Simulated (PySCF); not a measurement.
Job file and geometry (Å, from GFN2-xTB) of an NMR shielding run on SMILES O([SiH2]CB)C=C, C3H9BOSi, GIAO PBE0/pcSseg-1 NMR shielding, non-relativistic, gas phase (PySCF 2.14.0, density-fitted response routines); density fitting, a coarse starting grid and PySCF grid level 2 are the driver's defaults:

```
$ OMP_NUM_THREADS=1 python probes_run.py task.json out

{"job": {"kind": "nmr", "xc": "PBE0", "basis": "pcSseg-1"}, "charge": 0, "multiplicity": 1}
B     -2.585335    -0.394785    -0.242938
C     -1.822856     0.203458     0.961415
Si     0.001233    -0.338341     0.831333
O      0.511882     0.343703    -0.556094
C      1.702924     0.352064    -1.179230
C      2.794588    -0.278928    -0.788159
H     -2.996598    -1.490382    -0.185262
H     -2.733102     0.221180    -1.226947
H     -1.835094     1.291064     1.005777
H     -2.156668    -0.175333     1.925009
H      0.762965     0.190393     1.971150
H      0.164765    -1.795291     0.792263
H      1.679119     0.956280    -2.079282
H      3.702280    -0.213108    -1.357389
H      2.805483    -0.875294     0.106445
```

Problem. Write the output of this run.

Solution. 
```
coarse grid: 12640 points
cycle   1  E = -508.7276383054  dE =  5.670e-01  |g| = 6.718e-01  |ddm| = 3.339e+00
cycle   2  E = -508.6553939580  dE =  7.224e-02  |g| = 9.207e-01  |ddm| = 1.210e+00
cycle   3  E = -508.8155572216  dE = -1.602e-01  |g| = 1.249e-01  |ddm| = 7.983e-01
cycle   4  E = -508.8183206510  dE = -2.763e-03  |g| = 4.566e-02  |ddm| = 1.190e-01
cycle   5  E = -508.8187959354  dE = -4.753e-04  |g| = 1.461e-02  |ddm| = 4.254e-02
cycle   6  E = -508.8188471253  dE = -5.119e-05  |g| = 3.043e-03  |ddm| = 1.276e-02
cycle   7  E = -508.8188493867  dE = -2.261e-06  |g| = 5.974e-04  |ddm| = 2.932e-03
final grid: 116320 points
cycle   8  E = -508.8631567701  dE = -2.324e-05  |g| = 9.875e-03  |ddm| = 1.948e-02
cycle   9  E = -508.8631376681  dE =  1.910e-05  |g| = 1.417e-02  |ddm| = 1.531e-02
cycle  10  E = -508.8631764264  dE = -3.876e-05  |g| = 1.793e-03  |ddm| = 9.717e-03
cycle  11  E = -508.8631771615  dE = -7.351e-07  |g| = 2.695e-04  |ddm| = 1.690e-03
cycle  12  E = -508.8631771764  dE = -1.488e-08  |g| = 1.063e-04  |ddm| = 2.646e-04
cycle  13  E = -508.8631771791  dE = -2.753e-09  |g| = 2.624e-05  |ddm| = 9.364e-05
cycle  14  E = -508.8631771793  dE = -1.537e-10  |g| = 6.385e-06  |ddm| = 2.343e-05
converged SCF energy = -508.8631771793

GIAO shielding tensors (ppm)
atom      isotropic    diamagn.    paramagn.     s11        s22        s33       span
  0 B       14.862     192.300    -177.439    -65.274    -25.458    135.317    200.590
  1 C      158.319     258.016     -99.698    117.831    161.485    195.640     77.809
  2 Si     380.881     882.763    -501.883    319.776    373.283    449.583    129.807
  3 O      220.330     400.747    -180.417    125.959    230.659    304.371    178.412
  4 C       30.386     246.014    -215.628    -81.157     65.476    106.838    187.995
  5 C       91.576     259.090    -167.513     -6.765    118.042    163.453    170.218
  6 H       23.772      29.800      -6.029     16.076     26.628     28.611     12.535
  7 H       23.881      30.107      -6.226     16.250     26.476     28.918     12.668
  8 H       29.137      32.610      -3.474     26.325     27.501     33.584      7.259
  9 H       30.335      30.561      -0.225     26.663     28.019     36.324      9.661
 10 H       26.395      31.191      -4.796     23.123     25.281     30.782      7.659
 11 H       26.521      31.684      -5.163     23.168     25.632     30.764      7.595
 12 H       25.112      29.305      -4.193     21.546     26.135     27.654      6.108
 13 H       27.319      28.432      -1.113     25.749     26.193     30.015      4.265
 14 H       27.397      33.276      -5.880     24.675     25.670     31.845      7.169
```

Size and cost of the density-fitted run: 154 basis functions, 42 s wall time on 1 thread of an Arm Neoverse N1, shared host; peak memory 0.71 GiB.
